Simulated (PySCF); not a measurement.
```xyz
5
charge 0 multiplicity 1, angstrom
Ru    0.0000    0.0000    0.1175
O     0.0000    1.5474   -0.4573
O     0.0000   -1.5474   -0.4573
H     1.0151    0.0000    1.3166
H    -1.0151    0.0000    1.3166
```

Method: PBE0/[Ru def2-TZVP with ECP28, O def2-TZVP, H def2-TZVP], scalar-relativistic core potentials, density fitting, no spin–orbit coupling, PySCF.

This geometry of H2RuO2 is a stationary point at this level.

Problem. What is the point group?

Solution. C2v.

Problem. Is it a minimum?

Solution. Yes: all harmonic wavenumbers are real.

Problem. Give the atomic charges and bond orders.

Solution. 
| atom | Mulliken | Löwdin | polar tensor | Mayer order to Ru1 |
| --- | --- | --- | --- | --- |
| Ru1 | 0.87 | 0.37 | 1.18 | – |
| O2,3 | -0.52 | -0.25 | -0.61 | 1.74 |
| H4,5 | 0.08 | 0.06 | 0.02 | 0.90 |
Other Mayer orders above 0.3: O–O 0.41.

Problem. What is the atomisation energy, with and without zero-point energy?

Solution. 1520 kJ/mol without, 1464 kJ/mol with.

Other isomers or separated fragments may lie lower.
